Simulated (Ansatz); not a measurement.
Two isomers of C2H4O2Si: A = `C=C1O[SiH2]O1`, B = `O=C1C[SiH]1O`.

Isolated molecules relaxed with PBE0-D4/def2-TZVP in Ansatz; ΔE leaves out vibrations. CBS: MP2 limit from def2 TZ/QZ plus the TZ coupled-cluster correction, frozen cores. Functionals use def2-TZVPP. Each species was taken in one conformer, which may not be the lowest.

A:

```xyz
9

C    -0.442    0.764    1.618
C    -0.126    0.218    0.461
O    -0.733   -0.850   -0.171
Si    0.384   -0.664   -1.407
O     0.890    0.578   -0.402
H    -1.270    0.370    2.187
H     0.130    1.601    1.988
H    -0.175   -0.239   -2.708
H     1.342   -1.779   -1.566
```

B:

Z-matrix (Å, degrees):
```
C
C 1 1.498
Si 1 1.897 2 65.4
H 1 1.088 2 120.2 3 132.6
H 1 1.097 2 111.9 3 -92.4
O 2 1.197 1 134.0 3 -155.3
O 3 1.634 1 126.5 2 104.4
H 3 1.477 1 114.0 2 -118.5
H 7 0.959 3 118.7 1 -50.1
```

Problem. Which is lower in electronic energy at CCSD(T)/CBS, and by how much? (An estimate is asked.)

Solution. Computed: A, by 31.0 kcal/mol.

Problem. Give E(B) − E(A) in kcal/mol with ωB97M-V, PBE0-D4, LDA (SPW92), HF/def2-TZVPP, CCSD(T)/def2-SVP, CCSD/def2-TZVPP, CCSD(T)/def2-TZVPP. (An estimate is asked.)

Solution. Computed: ωB97M-V 31.1, PBE0-D4 28.7, LDA (SPW92) 27.9, HF/def2-TZVPP 39.5, CCSD(T)/def2-SVP 30.2, CCSD/def2-TZVPP 33.1, CCSD(T)/def2-TZVPP 31.6. None reverses the order clearly.

Problem. Does the order hold for the free energy at 298.15 K (harmonic terms from PBE0-D4)? (Best estimate.)

Solution. Computed: Yes: G(B) − G(A) = +28.8 kcal/mol, for one conformer each.

Largest T1 diagnostic: 0.016.

In def2-TZVPP, CCSD(T) changes the Hartree–Fock value by −7.9 kcal/mol (the triples alone add −1.5 kcal/mol) and MP2 by −8.2 kcal/mol. At CCSD(T), def2-SVP lies −0.8 kcal/mol from the extrapolated value and def2-TZVPP +0.6 kcal/mol.
